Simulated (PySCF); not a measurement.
From one molecule to another.

First species: 3-chloroanisole, C7H7ClO.
SMILES with atom numbers: `[CH3:1][O:2][c:3]1[cH:4][cH:5][cH:6][c:7]([Cl:8])[cH:9]1` (hydrogens: H10, H11, H12 on C1; H13 on C4; H14 on C5; H15 on C6; H16 on C9)

Geometry (GFN2-xTB, Å), atoms numbered from 1 in this order:
```
atom  x, y, z in Å
C1     2.6408    0.5622    0.2551
O2     1.7879   -0.5172   -0.0472
C3     0.4493   -0.3535    0.1000
C4    -0.3409   -1.4624   -0.2137
C5    -1.7125   -1.3940   -0.0987
C6    -2.3317   -0.2289    0.3283
C7    -1.5419    0.8620    0.6382
Cl8   -2.2865    2.3282    1.1759
C9    -0.1603    0.8196    0.5325
H10    3.6503    0.1994    0.0677
H11    2.5525    0.8614    1.3041
H12    2.4409    1.4245   -0.3886
H13    0.1505   -2.3633   -0.5441
H14   -2.3132   -2.2565   -0.3436
H15   -3.4040   -0.1695    0.4189
H16    0.4111    1.6968    0.7876
```

Second species: C4H6ClFO2.
SMILES: `C[C@@](F)(Cl)CC(=O)O`

Levels: PBE0/def2-SVPD for dipole moment, HOMO energy, LUMO energy, HOMO–LUMO gap, static isotropic polarisability and electronic spatial extent ⟨r²⟩ about the centre of nuclear charge; TDDFT PBE0/def2-SVPD for lowest singlet excitation; TDA PBE0/def2-SVPD for lowest triplet excitation (Tamm–Dancoff); GFN2-xTB for rotational constant A and rotational constant C. Geometries: GFN2-xTB. Each species is one conformer at its optimised geometry, gas phase, non-relativistic unless stated. Electronic properties by PySCF.

Dipoles, sizes and rotational constants follow the conformer. The torsions of the flexible species, by atom-mapped SMILES:
- `[CH3:1][O:2][c:3]1[cH:4][cH:5][cH:6][c:7]([Cl:8])[cH:9]1`: C1–O2–C3–C4 180°
- `[CH3:1][C@@:2]([F:3])([Cl:4])[CH2:5][C:6](=[O:7])[OH:8]`: C1–C2–C5–C6 67°, C2–C5–C6–O7 -57°, H–O8–C6–C5 -179°

Values for the first species:

| Property | Result |
| --- | --- |
| Dipole moment | 1.58 D |
| HOMO energy | -6.70 eV |
| LUMO energy | -0.55 eV |
| HOMO–LUMO gap | 6.15 eV |
| Lowest singlet excitation | 5.09 eV |
| Lowest triplet excitation (Tamm–Dancoff) | 3.92 eV |
| Static isotropic polarisability | 99.9 au |
| Electronic spatial extent ⟨r²⟩ about the centre of nuclear charge | 1563 bohr² |
| Rotational constant A | 2.305 GHz |
| Rotational constant C | 0.684 GHz |

Question: Estimate the same properties for the second species, and the change in each.

Answer: 
```tsv
property	first	second	second less first
dipole moment	1.58 D	1.87 D	+0.29 D
HOMO energy	-6.70 eV	-8.55 eV	-1.85 eV
LUMO energy	-0.55 eV	-0.63 eV	-0.08 eV
HOMO–LUMO gap	6.15 eV	7.92 eV	+1.77 eV
lowest singlet excitation	5.09 eV	5.76 eV	+0.67 eV
lowest triplet excitation (Tamm–Dancoff)	3.92 eV	5.25 eV	+1.33 eV
static isotropic polarisability	99.9 au	70.7 au	-29.2 au
electronic spatial extent ⟨r²⟩ about the centre of nuclear charge	1563 bohr²	1224 bohr²	-339 bohr²
rotational constant A	2.305 GHz	3.185 GHz	+0.880 GHz
rotational constant C	0.684 GHz	0.944 GHz	+0.260 GHz
```

On the first: The polarisability is 14.81 Å³ as a volume (1 au = 0.148185 Å³), or 1.35 au for each of the 74 electrons. The principal polarisabilities are 61.5, 111.9 and 126.3 au; their mean is the isotropic value.

On the second: The polarisability is 10.48 Å³ as a volume (1 au = 0.148185 Å³), or 0.98 au for each of the 72 electrons. S1 lies 2.16 eV below the HOMO–LUMO gap; its leading configuration is HOMO→LUMO, weight 0.88.
